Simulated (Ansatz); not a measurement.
Computed with B3LYP-D3(BJ)/def2-TZVP in Ansatz (a program for electronic structure). No frequencies were computed at this level.

Ansatz 0.2 input:
```yaml
crystal:
  periodic: [false, false, false]
  atoms:
    - { symbol: F, position_ang: [0.22504, 1.772996, -1.26179] }
    - { symbol: Ga, position_ang: [0.036772, 0.305161, -0.217117] }
    - { symbol: Si, position_ang: [2.296916, -0.623641, -0.086773] }
    - { symbol: Si, position_ang: [-2.342318, 0.269703, 0.356456] }
    - { symbol: H, position_ang: [3.30856, 0.38818, -0.438398] }
    - { symbol: H, position_ang: [2.473984, -1.774335, -1.000212] }
    - { symbol: H, position_ang: [2.616405, -1.117107, 1.271496] }
    - { symbol: H, position_ang: [-3.040624, -0.888465, -0.245288] }
    - { symbol: H, position_ang: [-2.554613, 0.168227, 1.817611] }
    - { symbol: H, position_ang: [-3.021997, 1.491486, -0.107176] }
basis:
  gaussian: { orbitals: def2-tzvp }
hamiltonian:
  xc: b3lyp
  dispersion: d3bj
relax:
  max_steps: 150
```

Output:

```
Functional definition: B3LYP
1345 factors; their error is unknown
mean field evaluation 1: about -70949.0414 eV, gradient 5.1e1 eV
mean field evaluation 2: about -70924.4386 eV, gradient 1.3e2 eV
mean field evaluation 4: about -70953.1383 eV, gradient 8.8e0 eV
mean field evaluation 8: about -70953.4134 eV, gradient 1.5e-1 eV
mean field -70953.41342335 eV, -2607.4898493571 hartree, gradient 4.6e-5 eV, S^2 0.000000; 0 other end points of the search recorded, 0 dependent functions left out
reference -70953.41373603 eV, -2607.4898608479 hartree; 37, 37 occupied and 152, 152 virtual orbitals, 1345 factors
relax step   1: F+E_penalty+E_count = -70953.77001432 eV  Δ(F+E_penalty+E_count) = +0.000e0 eV  max|allowed force component| = 4.886e-1 eV/Å  Δτ_max = 0.0000 Å  (26 SCF iters, accepted)
these checks for a lower state are left out or cut short: starts, cluster_reference, orbital_swaps, neighbouring_geometries, increment
1345 factors; their error is unknown
mean field evaluation 16: about -70953.1833 eV, gradient 8.8e0 eV
mean field -70953.43748164 eV, -2607.4907334830 hartree, gradient 1.1e-5 eV, S^2 0.000000; 0 other end points of the search recorded, 0 dependent functions left out
reference -70953.43779563 eV, -2607.4907450219 hartree; 37, 37 occupied and 152, 152 virtual orbitals, 1345 factors
relax step   2: F+E_penalty+E_count = -70953.79822681 eV  Δ(F+E_penalty+E_count) = -2.821e-2 eV  max|allowed force component| = 3.090e-1 eV/Å  Δτ_max = 0.1509 Å  (29 SCF iters, accepted)
these checks for a lower state are left out or cut short: starts, cluster_reference, orbital_swaps, neighbouring_geometries, increment
1345 factors; their error is unknown
mean field -70953.46595334 eV, -2607.4917797985 hartree, gradient 5.9e-6 eV, S^2 0.000000; 0 other end points of the search recorded, 0 dependent functions left out
reference -70953.46626619 eV, -2607.4917912956 hartree; 37, 37 occupied and 152, 152 virtual orbitals, 1345 factors
relax step   3: F+E_penalty+E_count = -70953.82605334 eV  Δ(F+E_penalty+E_count) = -2.783e-2 eV  max|allowed force component| = 1.094e-1 eV/Å  Δτ_max = 0.0673 Å  (29 SCF iters, accepted)
these checks for a lower state are left out or cut short: starts, cluster_reference, orbital_swaps, neighbouring_geometries, increment
1345 factors; their error is unknown
mean field evaluation 32: about -70953.4725 eV, gradient 1.3e-1 eV
mean field -70953.47250160 eV, -2607.4920204430 hartree, gradient 7.5e-6 eV, S^2 0.000000; 0 other end points of the search recorded, 0 dependent functions left out
reference -70953.47281423 eV, -2607.4920319318 hartree; 37, 37 occupied and 152, 152 virtual orbitals, 1345 factors
relax step   4: F+E_penalty+E_count = -70953.83402093 eV  Δ(F+E_penalty+E_count) = -7.968e-3 eV  max|allowed force component| = 1.567e-1 eV/Å  Δτ_max = 0.0531 Å  (30 SCF iters, accepted)
these checks for a lower state are left out or cut short: starts, cluster_reference, orbital_swaps, neighbouring_geometries, increment
1345 factors; their error is unknown
mean field -70953.48307220 eV, -2607.4924089053 hartree, gradient 1.9e-5 eV, S^2 0.000000; 0 other end points of the search recorded, 0 dependent functions left out
reference -70953.48338670 eV, -2607.4924204627 hartree; 37, 37 occupied and 152, 152 virtual orbitals, 1345 factors
relax step   5: F+E_penalty+E_count = -70953.84532057 eV  Δ(F+E_penalty+E_count) = -1.130e-2 eV  max|allowed force component| = 1.762e-1 eV/Å  Δτ_max = 0.0940 Å  (29 SCF iters, accepted)
these checks for a lower state are left out or cut short: starts, cluster_reference, orbital_swaps, neighbouring_geometries, increment
1345 factors; their error is unknown
mean field -70953.48758043 eV, -2607.4925745794 hartree, gradient 1.4e-5 eV, S^2 0.000000; 0 other end points of the search recorded, 0 dependent functions left out
reference -70953.48789825 eV, -2607.4925862592 hartree; 37, 37 occupied and 152, 152 virtual orbitals, 1345 factors
relax step   6: F+E_penalty+E_count = -70953.84951205 eV  Δ(F+E_penalty+E_count) = -4.191e-3 eV  max|allowed force component| = 1.343e-1 eV/Å  Δτ_max = 0.0827 Å  (29 SCF iters, accepted)
these checks for a lower state are left out or cut short: starts, cluster_reference, orbital_swaps, neighbouring_geometries, increment
1345 factors; their error is unknown
mean field -70953.48860184 eV, -2607.4926121157 hartree, gradient 6.6e-6 eV, S^2 0.000000; 0 other end points of the search recorded, 0 dependent functions left out
reference -70953.48892036 eV, -2607.4926238212 hartree; 37, 37 occupied and 152, 152 virtual orbitals, 1345 factors
relax step   7: F+E_penalty+E_count = -70953.85028475 eV  Δ(F+E_penalty+E_count) = -7.727e-4 eV  max|allowed force component| = 7.863e-2 eV/Å  Δτ_max = 0.0465 Å  (29 SCF iters, accepted)
these checks for a lower state are left out or cut short: starts, cluster_reference, orbital_swaps, neighbouring_geometries, increment
1345 factors; their error is unknown
mean field evaluation 64: about -70953.4902 eV, gradient 5.4e-6 eV
mean field -70953.49023803 eV, -2607.4926722445 hartree, gradient 5.4e-6 eV, S^2 0.000000; 0 other end points of the search recorded, 0 dependent functions left out
reference -70953.49055658 eV, -2607.4926839511 hartree; 37, 37 occupied and 152, 152 virtual orbitals, 1345 factors
relax step   8: F+E_penalty+E_count = -70953.85214240 eV  Δ(F+E_penalty+E_count) = -1.858e-3 eV  max|allowed force component| = 8.699e-3 eV/Å  Δτ_max = 0.0267 Å  (30 SCF iters, accepted)
these checks for a lower state are left out or cut short: starts, cluster_reference, orbital_swaps, neighbouring_geometries, increment
1345 factors; their error is unknown
mean field -70953.49023273 eV, -2607.4926720499 hartree, gradient 2.6e-5 eV, S^2 0.000000; 0 other end points of the search recorded, 0 dependent functions left out
reference -70953.49055132 eV, -2607.4926837577 hartree; 37, 37 occupied and 152, 152 virtual orbitals, 1345 factors
relax step   9: F+E_penalty+E_count = -70953.85227730 eV  Δ(F+E_penalty+E_count) = -1.349e-4 eV  max|allowed force component| = 4.218e-3 eV/Å  Δτ_max = 0.0132 Å  (29 SCF iters, accepted)
these checks for a lower state are left out or cut short: starts, cluster_reference, orbital_swaps, neighbouring_geometries, increment
1345 factors; their error is unknown
mean field -70953.49017876 eV, -2607.4926700665 hartree, gradient 2.6e-5 eV, S^2 0.000000; 0 other end points of the search recorded, 0 dependent functions left out
reference -70953.49049744 eV, -2607.4926817778 hartree; 37, 37 occupied and 152, 152 virtual orbitals, 1345 factors
relax step  10: F+E_penalty+E_count = -70953.85232375 eV  Δ(F+E_penalty+E_count) = -4.645e-5 eV  max|allowed force component| = 7.463e-3 eV/Å  Δτ_max = 0.0109 Å  (29 SCF iters, accepted)
these checks for a lower state are left out or cut short: starts, cluster_reference, orbital_swaps, neighbouring_geometries, increment
1345 factors; their error is unknown
mean field -70953.49014417 eV, -2607.4926687954 hartree, gradient 2.7e-5 eV, S^2 0.000000; 0 other end points of the search recorded, 0 dependent functions left out
reference -70953.49046296 eV, -2607.4926805105 hartree; 37, 37 occupied and 152, 152 virtual orbitals, 1345 factors
relax step  11: F+E_penalty+E_count = -70953.85238473 eV  Δ(F+E_penalty+E_count) = -6.098e-5 eV  max|allowed force component| = 7.502e-3 eV/Å  Δτ_max = 0.0172 Å  (29 SCF iters, accepted)
1345 factors; their error is unknown
mean field evaluation 96: about -70953.4901 eV, gradient 1.7e-2 eV
mean field -70953.49014417 eV, -2607.4926687954 hartree, gradient 2.6e-5 eV, S^2 0.000000; 1 other end points of the search recorded, 0 dependent functions left out
reference -70953.49046296 eV, -2607.4926805105 hartree; 37, 37 occupied and 152, 152 virtual orbitals, 1345 factors
Total energy: -70953.85270352 eV, -2607.5059926056 hartree
Atom 0 at     0.221079     1.876939    -1.585253 Å, force    -0.001613     0.003912    -0.007408 eV/Å
Atom 1 at     0.061767     0.538237    -0.416777 Å, force    -0.003968    -0.003335     0.007502 eV/Å
Atom 2 at     2.173819    -0.599066    -0.039531 Å, force     0.006117    -0.006054    -0.001638 eV/Å
Atom 3 at    -2.215746     0.250549     0.376594 Å, force     0.000184    -0.000456    -0.000275 eV/Å
Atom 4 at     3.325403     0.310471    -0.242221 Å, force     0.000738     0.001934     0.000336 eV/Å
Atom 5 at     2.283643    -1.736090    -0.988651 Å, force     0.000206     0.002904     0.000828 eV/Å
Atom 6 at     2.222814    -1.145731     1.339224 Å, force     0.001402    -0.002425     0.001045 eV/Å
Atom 7 at    -2.797582    -0.959731    -0.257725 Å, force     0.000523     0.000037    -0.001152 eV/Å
Atom 8 at    -2.210903     0.036546     1.845459 Å, force    -0.001033    -0.000101     0.001462 eV/Å
Atom 9 at    -3.066168     1.420081     0.057690 Å, force    -0.002557     0.003584    -0.000701 eV/Å
Dipole moment:    -0.041662    -0.336545     0.309225 e Å
```

Cost: roughly 110 core-seconds.
